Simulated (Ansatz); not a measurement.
Nb₂O₂, relaxed as a quintet with UKS PBE0-D4/def2-TZVP in Ansatz, starting from the PBE0-D4/def2-TZVP geometry of the neutral singlet. Force threshold 0.02 eV/Å.

In the def2 sets Nb takes a core potential; there is no spin–orbit coupling. The relaxation made no stability test and no search for a lower SCF solution. At PBE0-D4/def2-TZVP a broken-symmetry singlet of charge 0 lies 0.08 eV below the quintet, each at its own geometry. The structure comes from a short search, and lower isomers may exist.

Start:

Cartesian coordinates in Å:
```
Nb 0.396 0.172 1.398
Nb 1.044 -0.658 -0.787
O -1.131 0.767 1.079
O -0.310 -0.281 -1.690
```

```csv
step,energy (eV),largest force component (eV/Å),SCF passes
1,-7189.5349,3.087,135
2,-7190.5228,2.186,80
3,-7190.6230,1.772,32
4,-7190.7742,0.159,35
5,-7190.8149,0.472,33
6,-7190.8212,0.085,31
7,-7190.8244,0.049,34
8,-7190.8693,0.957,39
9 (rejected),-7190.7643,2.916,38
10,-7190.9339,0.603,36
11,-7190.9995,0.395,34
12,-7191.0694,0.382,36
13,-7191.1061,0.234,34
14,-7191.1126,0.300,38
15,-7191.1245,0.504,37
16,-7191.1305,0.345,34
17,-7191.1356,0.019,39
```

Force components are those of the run's own axes.

End:

```xyz
4

Nb    0.291    0.833    1.212
Nb    0.520   -1.105   -0.868
O    -1.191    0.335    1.836
O     0.380   -0.063   -2.181
```

By distances, no bond broke or formed. The bond that changes most is Nb1–Nb2, from 2.43 to 2.85 Å (atoms count from 1).

No frequencies were taken in this run, so the end may be a saddle point.

It took 45 s on 4 threads of Arm Neoverse V2 on a shared host.
